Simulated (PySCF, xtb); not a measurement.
BrSi, SMILES [Si]Br (connectivity only; charge and spin as stated), charge +1, multiplicity 1.

The structure is a stationary point at B3LYP-D3(BJ)/def2-TZVP. The multiplicity is an assumed one; other spin states were not compared.

Calculation: IEF-PCM-PBE0/def2-TZVPD in PySCF.

The values are the electrostatic part of the solvation free energy, E(continuum) − E(gas) at the gas-phase geometry, in a cavity of scaled van der Waals radii (PySCF's table); cavitation and dispersion terms are not included. In vacuum the orbital gap is 6.10 eV.

```csv
solvent,ε,ΔG(elec) (kcal/mol),gap (eV)
water,78.36,-59.8,6.17
n-hexane,1.88,-28.3,6.12
2-propanol,19.26,-57.4,6.16
```

For comparison, GFN2-xTB/ALPB(water) (xtb, at the GFN2-xTB geometry, all terms of that model) gives -46.8 kcal/mol.
